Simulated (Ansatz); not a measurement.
Diatomic TaO, multiplicity 2 (the spin of the measured ground state). No spin–orbit coupling. The T1 diagnostic near the minimum is 0.049, so single-reference values are doubtful.

Constants: fifth-degree fit in 1/R to seven points, most abundant isotopes. In def2 and cc sets the state is the lowest found near the PBE0 minimum, followed along R.

Run with Ansatz (Gaussian basis) for Hartree–Fock, density functionals and correlated methods. Each number belongs to the level named beside it. In def2 rows elements past Kr take small-core potentials, without spin–orbit coupling.

Doubts at one or more of the structures used: a spin-contaminated determinant (PBE/def2-TZVPP).

Quantity: ω_e, from seven points a level.

Costs are ratios of core time to PBE/def2-TZVPP (roughly 26 s), for whole runs (searches for the state included, and forces where a run took them) on one shared machine, so rough; each error counts from the measured 1028.7 cm⁻¹ [Huber and Herzberg (1979), NIST Chemistry WebBook].

```tsv
level	basis functions	cost	error (cm⁻¹)
SVWN5/def2-TZVPP	87	×0.5	23
B3LYP/def2-TZVPP	87	×0.8	16
BHLYP/def2-TZVPP	87	×0.9	61
CAM-B3LYP/def2-TZVPP	87	×0.9	42
PBE/def2-TZVPP	87	×1	-16
wB97X-V/def2-TZVPP	87	×2	51
wB97M-V/def2-TZVPP	87	×2	46
B97M-V/def2-TZVPP	87	×5	20
```

The cheapest listed level whose error stays within 10 cm⁻¹: none of those listed.

Ansatz is a program for electronic structure.
